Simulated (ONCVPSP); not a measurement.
**molybdenum: one change to an ONCV potential, before and after**

ONCVPSP 4.0.1 input, shortened (lines: element, Z, core and valence counts, functional; n l f; lmax; l rc ep ncon nbas qcut; lloc lpopt rc5 dvloc0; l nproj debl; icmod fcfact rcfact), PBE, fully relativistic:

```
  Mo 42.00    6    4        4      upf
    1    0    2.00
    2    0    2.00
    2    1    6.00
    3    0    2.00
    3    1    6.00
    3    2   10.00
    4    0    2.00
    4    1    6.00
    4    2    5.00
    5    0    1.00
    2
    0    1.80    0.00    5    8    6.80
    1    1.95    0.00    4    8    5.50
    2    1.70    0.00    4    9    5.60
    4    5    1.55    4.00
    0    2    3.20
    1    1    2.50
    2    2    1.90
    1    0.70    0.00
```

Open shells are filled in proportion to 2j + 1.

All-electron outer shells of the reference configuration (PBE, scalar-relativistic, ld1.x):

```csv
shell,level (eV),outermost node (bohr),outermost maximum (bohr)
3d,-220.98,–,0.32
4s,-64.35,0.51,0.99
4p,-38.49,0.52,1.08
5s,-4.09,1.34,2.93
4d,-3.75,0.53,1.38
```

Change: s: qcut 9.2.

Cutoffs: the cutoffs (Ha) at which the residual kinetic energy of the hardest occupied pseudo-wave falls to 1 and 0.1 mHa per electron; they do not see the model core or the augmentation charge, which bear on the density cutoff. Errors are all-electron minus pseudo energies relative to the spin-unpolarised reference configuration.

Problem. What does the change do?

Solution. The potential gets harder (19 Ha and 92 Ha → 27 Ha and 92 Ha); of the 4 tests that both files solve, the error grows in 0 and shrinks in 1 by more than 15 % and 0.3 meV (median size 5.4 → 5.4 meV); neither file shows a bound ghost. The waves are optimised to have the least kinetic energy above qcut, so the cutoff follows it (qcut²/2 in Ha).

```tsv
quantity	base	changed
cutoff, loose	19 Ha	27 Ha
cutoff, tight	92 Ha	92 Ha
loose cutoff by channel	s 19 Ha, p 12 Ha, d 18 Ha	s 27 Ha, p 12 Ha, d 18 Ha
bound ghosts	none	none
GHOST(+) flags under 300 eV	none	none
error for 4s2 4p6 4d5 5s0, meV [ΔE 6.89 eV]	-0.4	+0.1
error for 4s2 4p6 4d4 5s0, meV [ΔE 22.35 eV]	+0.5	+0.6
error for 4s2 4p6 4d3 5s0, meV [ΔE 49.09 eV]	+10	+10
error for 4s2 4p6 4d4 5s1 5p1, meV [ΔE 3.74 eV]	+19	+20
s: phases at 1.83 bohr within 0.05 rad from the reference energy up to (Ha; the scan ends near 5)	to the end of the scan	to the end of the scan
p3/2: phases at 1.98 bohr within 0.05 rad from the reference energy up to (Ha; the scan ends near 5)	0.8	0.8
p1/2: phases at 1.98 bohr within 0.05 rad from the reference energy up to (Ha; the scan ends near 5)	0.9	0.9
d5/2: phases at 1.73 bohr within 0.05 rad from the reference energy up to (Ha; the scan ends near 5)	to the end of the scan	to the end of the scan
d3/2: phases at 1.73 bohr within 0.05 rad from the reference energy up to (Ha; the scan ends near 5)	to the end of the scan	to the end of the scan
rms error of d²Exc/dni dnj with the model core, mHa	3.46	4.01
```
